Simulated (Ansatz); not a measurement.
Cost and result for the atomization energy of C$_{2}$H$_{5}$Cl$_{2}$Ga, SMILES `C[CH2][Ga]([Cl])[Cl]` (10 atoms, 9 bonds).

| atom | x (Å) | y (Å) | z (Å) |
| --- | --- | --- | --- |
| C1 | 1.061 | 0.469 | -0.732 |
| C2 | -0.056 | 0.651 | 0.287 |
| Ga3 | -1.126 | -0.955 | 0.609 |
| Cl4 | -0.749 | -2.809 | -0.393 |
| Cl5 | -2.766 | -1.024 | 1.981 |
| H6 | 1.771 | -0.300 | -0.422 |
| H7 | 1.619 | 1.400 | -0.866 |
| H8 | 0.674 | 0.173 | -1.709 |
| H9 | -0.759 | 1.432 | -0.018 |
| H10 | 0.332 | 0.962 | 1.262 |

Total charge 0; spin multiplicity 1. Correlated methods include outer-core shells of Ga, which these sets cover unevenly. Scalar relativity is left out up to krypton. Geometry: relaxed with PBE0-D4/def2-TZVP. It is one conformer, not always the lowest. Program: Ansatz. All runs use 4 threads of an Arm Neoverse V1 on a shared host. Times are those of one run each, without the atoms' runs, and a repeat can differ threefold. Electronic energies, without spin–orbit coupling; frozen cores. CCSD(T)/CBS adds CCSD(T) − MP2 in def2-TZVPP to the MP2 limit, and its time is that of the two runs behind it. T1 = 0.011. With those shells the extrapolation isn't a true limit. B3LYP takes the VWN-RPA correlation (the form of Gaussian; ORCA's B3LYP/G). HSE06 is the plane-wave form, built on full-range PBE exchange.

CCSD(T)/CBS is a level of theory with its own doubt, some kJ/mol a heavy atom from the limit and from the frozen cores, so smaller differences don't rank the functionals.

```json
{"level": "LDA (SPW92)/def2-TZVPP", "functions": "264", "wall time": "1.8 s"}
{"level": "BLYP-D4/def2-TZVPP", "functions": "264", "wall time": "2.9 s"}
{"level": "PBE-D4/def2-TZVPP (with forces)", "functions": "264", "wall time": "3.6 s"}
{"level": "HSE06-D4/def2-TZVPP", "functions": "264", "wall time": "5.5 s"}
{"level": "CAM-B3LYP-D4/def2-TZVPP", "functions": "264", "wall time": "6 s"}
{"level": "r2SCAN-D4/def2-TZVPP (with forces)", "functions": "264", "wall time": "7 s"}
{"level": "B3LYP-D4/def2-TZVPP (with forces)", "functions": "264", "wall time": "8 s"}
{"level": "CCSD(T)/def2-SVP", "functions": "121", "wall time": "10 s"}
{"level": "ωB97X-V/def2-TZVPP", "functions": "264", "wall time": "12 s"}
{"level": "B97M-V/def2-TZVPP", "functions": "264", "wall time": "15 s"}
{"level": "MP2/def2-QZVPP", "functions": "493", "wall time": "33 s"}
{"level": "CCSD(T)/def2-TZVPP", "functions": "264", "wall time": "5.1 min"}
{"level": "CCSD(T)/CBS(def2)", "functions": "–", "wall time": "5.7 min"}
```

Task: What atomization energy does each give, and how far from CCSD(T)/CBS? (An estimate is asked.)

Result: Ansatz gave: 
```
                             level  atomization (kJ/mol)  difference from CCSD(T)/CBS  per bond
            LDA (SPW92)/def2-TZVPP                3989.4                        455.8      50.6
                BLYP-D4/def2-TZVPP                3464.8                        -68.8      -7.6
   PBE-D4/def2-TZVPP (with forces)                3572.7                         39.1       4.3
               HSE06-D4/def2-TZVPP                3545.6                         12.0       1.3
           CAM-B3LYP-D4/def2-TZVPP                3513.3                        -20.3      -2.3
r2SCAN-D4/def2-TZVPP (with forces)                3548.6                         15.0       1.7
 B3LYP-D4/def2-TZVPP (with forces)                3494.2                        -39.4      -4.4
                  CCSD(T)/def2-SVP                3366.9                       -166.7     -18.5
                ωB97X-V/def2-TZVPP                3535.5                          1.9       0.2
                 B97M-V/def2-TZVPP                3545.3                         11.7       1.3
                    MP2/def2-QZVPP                3566.3                         32.7       3.6
                CCSD(T)/def2-TZVPP                3458.4                        -75.2      -8.4
                 CCSD(T)/CBS(def2)                3533.6                          0.0       0.0
```

In def2-TZVPP, CCSD(T) changes the Hartree–Fock value by +779.8 kJ/mol (the triples alone add +49.8 kJ/mol) and MP2 by +844.4 kJ/mol; breaking electron pairs costs correlation energy, which Hartree–Fock lacks. Leaving LDA and LC-ωPBE aside and taking each functional with its dispersion term where it has one, the values, not all of them listed here, spread over 138.2 kJ/mol, from BHLYP-D4 to PBE-D4. LDA lies +441.2 kJ/mol from PBE without D4, its usual overbinding. From PBE to PBE0 (25 % exact exchange), in def2-TZVPP and without D4, the atomization energy moves by −26.2 kJ/mol: exact exchange takes away binding that semilocal exchange gives to molecules.
